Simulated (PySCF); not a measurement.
Species: C₇H₇FO.
Cartesian coordinates in Å at the GFN2-xTB level; atoms count from 1:
```xyz
16
C7H7FO angstrom
O      2.614    0.312    0.359
C      1.560   -0.511    0.800
C      0.229   -0.111    0.214
C     -0.485    1.134    0.624
C     -1.605    1.172   -0.095
C     -1.582   -0.045   -0.947
C     -0.126   -0.401   -1.253
C     -0.819   -1.124   -0.209
F     -1.034   -2.424    0.056
H      2.389    1.230    0.548
H      1.822   -1.524    0.482
H      1.492   -0.498    1.899
H     -0.130    1.818    1.370
H     -2.394    1.898   -0.093
H     -2.374   -0.291   -1.637
H      0.436   -0.626   -2.132
```

NICS = −σ at a ghost point: NICS(0) at the centroid of the ring atoms, NICS(1) 1 Å to either side along the normal of their mean plane, zz for the tensor component along that normal. Level: GIAO PBE0/pcSseg-1 (PySCF, non-relativistic, gas phase) on the GFN2-xTB geometry, one conformer.

Ring bond lengths (Å), with Mayer bond orders in brackets: C3–C4 1.493 (0.97), C4–C5 1.332 (1.81), C5–C6 1.486 (0.98), C6–C7 1.529 (0.84), C7–C3 1.537 (0.81); C3–C7 1.537 (0.81), C7–C8 1.446 (0.82), C8–C3 1.518 (0.91); C6–C7 1.529 (0.84), C7–C8 1.446 (0.82), C8–C6 1.514 (0.93).

Question: What do the NICS probes read (ppm)?

Answer: 
```csv
ring,type,NICS(0),"NICS(1), two faces","NICS(1)zz, two faces",rms pucker (Å),"centre to ring atoms, mean (Å)"
C3–C4–C5–C6–C7,"5-membered carbocycle; formal bonds 1 double, 4 single",-9.7,-5.0 / -11.2,-7.2 / -6.4,0.21,1.23
C3–C7–C8,3-membered carbocycle; formal bonds all single,-39.9,-16.2 / -4.1,-24.0 / -13.1,0.00,0.87
C6–C7–C8,3-membered carbocycle; formal bonds all single,-40.4,-5.2 / -16.5,-15.7 / -25.3,0.00,0.86
```

Question: What do they say, and how far can they be read as aromaticity?

Answer: 
- C3–C4–C5–C6–C7: mean NICS(1)zz -6.8 ppm, shielded. C3, C6, C7 have four or more neighbours, and the NICS criterion for π rings isn't applied.
- C3–C7–C8: mean NICS(1)zz -18.5 ppm, shielded. C3, C7, C8 have four or more neighbours, and the NICS criterion for π rings isn't applied. The two faces differ by 10.9 ppm, so no symmetry operation interchanges them. NICS(0) lies 30 ppm below the mean NICS(1).
- C6–C7–C8: mean NICS(1)zz -20.5 ppm, shielded. C6, C7, C8 have four or more neighbours, so the value isn't read as a sign of a π ring current. The two faces differ by 9.6 ppm, so no symmetry operation interchanges them. NICS(0) lies 30 ppm below the mean NICS(1).
